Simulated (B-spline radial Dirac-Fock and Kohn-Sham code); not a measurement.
## Te⁺ 5s: cross section and angular parameters

System: tellurium as Te⁺, [Kr] 4d10 5s2 5p3; threshold 26.87 eV (orbital energy of the model). Method: Dirac-Hartree-Slater photoionisation with a Latter tail; cross sections with all multipoles, angular parameters from the dipole term and its interference with E2. Computed with an atomic code on a B-spline grid.

For linearly polarised light dσ/dΩ = σ/(4π) [1 + β P₂(cos θ) + (δ + γ cos²θ) sin θ cos φ], with θ from the polarisation vector and φ the angle between the beam and the projection of the electron momentum on the plane normal to the polarisation.

```
hν (eV)  σ (kb)      β       γ
   54.3     131  1.878  -0.047
   56.1     132  1.885  -0.033
   57.4     132  1.890  -0.026
     60     132  1.899  -0.007
   65.6     129  1.913   0.026
     69     126  1.920   0.048
    100    92.1  1.949   0.155
    150    57.7  1.963   0.223
    164    51.7  1.965   0.236
    173       ?      ?       ?
    300    23.0  1.976   0.295
    391    15.8  1.979   0.298
    419    14.2  1.980   0.296
    500    10.9  1.982   0.285
    553    9.34  1.983   0.275
    684    6.67  1.984   0.245
   1000    3.54  1.986   0.162
   1020    3.43  1.986   0.156
   2000    1.05  1.989  -0.028
   2290   0.818  1.989  -0.059
 2984.4   0.499  1.990  -0.098
   3890   0.301  1.991  -0.098
   4140   0.267  1.991  -0.091
   6000   0.128  1.991   0.027
   6460   0.110  1.991   0.068
   7030  0.0929  1.991   0.122
   8090  0.0694  1.991   0.229
  10600  0.0392  1.991   0.497
  11200  0.0348  1.991   0.562
  15000  0.0183  1.990   0.973
```

Question: Give the values at 173 eV.

Answer: σ = 48.3 kb, β = 1.967, γ = 0.244. For an s subshell δ is negligible.
